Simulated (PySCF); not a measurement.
**A survey of 29Si NMR shifts**

- GIAO PBE0/pcSseg-1 shieldings
- geometry: GFN2-xTB
- run in PySCF
- non-relativistic, one computed conformer, in vacuum, fast rotation and ring inversion assumed for equivalent nuclei

Shieldings were converted by a linear fit to measured shifts: 29Si: δ = 279.94 − 0.822σ (rms 8.9 ppm, 72 shifts, 25.8 ppm with the 6 outliers that the fit left out vs TMS, solution or neat liquid). A few per cent of atoms miss by over 2 rms, more outside the fitted compound classes.

Q: Give the 29Si shifts of `CC#CC(=O)C[SiH2]SCC`, `C=C(C)/C=C/[Si@H]1OCCS1`, `[SiH3]C1=C[SiH2]C[C@@H]1CCl`, `CC1=C[SiH2][Si@H]1CCCl`, `C=C=C(C)[Si@@H](Cl)[SiH2]C`.

A: 
```tsv
compound	environment	δ (ppm)
CC#CC(=O)C[SiH2]SCC	silicon bonded to C, S, 2 H	-26.0
C=C(C)/C=C/[Si@H]1OCCS1	silicon bonded to C, O, S, H, in a 5-membered ring	1.4
[SiH3:1][C:2]1=[CH:3][SiH2:4][CH2:5][C@@H:6]1[CH2:7][Cl:8]	Si4: silicon bonded to 2 C, 2 H, in a 5-membered ring	-36.7
[SiH3:1][C:2]1=[CH:3][SiH2:4][CH2:5][C@@H:6]1[CH2:7][Cl:8]	Si1: silicon bonded to C, 3 H	-69.0
[CH3:1][C:2]1=[CH:3][SiH2:4][Si@H:5]1[CH2:6][CH2:7][Cl:8]	Si5: silicon bonded to 2 C, Si, H, in a 4-membered ring	-23.9
[CH3:1][C:2]1=[CH:3][SiH2:4][Si@H:5]1[CH2:6][CH2:7][Cl:8]	Si4: silicon bonded to C, Si, 2 H, in a 4-membered ring	-57.1
[CH2:1]=[C:2]=[C:3]([CH3:4])[Si@@H:5]([Cl:6])[SiH2:7][CH3:8]	Si5: silicon bonded to C, Cl, Si, H	-16.8
[CH2:1]=[C:2]=[C:3]([CH3:4])[Si@@H:5]([Cl:6])[SiH2:7][CH3:8]	Si7: silicon bonded to C, Si, 2 H	-70.6
```
